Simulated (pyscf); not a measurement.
•H₂C–AlH–Cl -> [H₃C–Al–Cl]• (hydrogen shift; doublet surface; Al–H broken, C–H formed). PySCF, gas phase, ωB97X-D3(BJ)/def2-SVP geometries. MP2 and CC: frozen core, UHF for open shells. ΔMP2 is the change of the MP2 total energy from the triple- to the quadruple-zeta basis. Energies in kJ/mol from the reactant's lowest minimum found.

```
level                             barrier  reaction energy
--------------------------------  -------  ---------------
ωB97X-D3(BJ)/def2-TZVP              172.5            -70.4
PBE/def2-TZVP                       124.6            -90.4
B3LYP-D3(BJ)/def2-TZVP              152.5            -73.4
ωB97M-D3(BJ)/def2-TZVP                [?]            -68.6
MP2/def2-QZVPP                      179.5            -82.9
CCSD(T)/def2-TZVPP                  163.4            -69.8
CCSD(T)/def2-TZVPP + ΔMP2(QZVPP)      [?]              [?]
```

**Question.** Some entries are withheld; supply them.

**Answer.** 
- ωB97M-D3(BJ)/def2-TZVP, barrier: 165.2
- CCSD(T)/def2-TZVPP + ΔMP2(QZVPP), barrier: 162.7
- CCSD(T)/def2-TZVPP + ΔMP2(QZVPP), reaction energy: -70.3

One saddle was located; it need not be the lowest between these sides. The CCSD(T) − MP2 part came from Ansatz, without density fitting, on the same reference. A UHF reference is spin-contaminated (<S²> up to 0.87), which harms MP2 most.
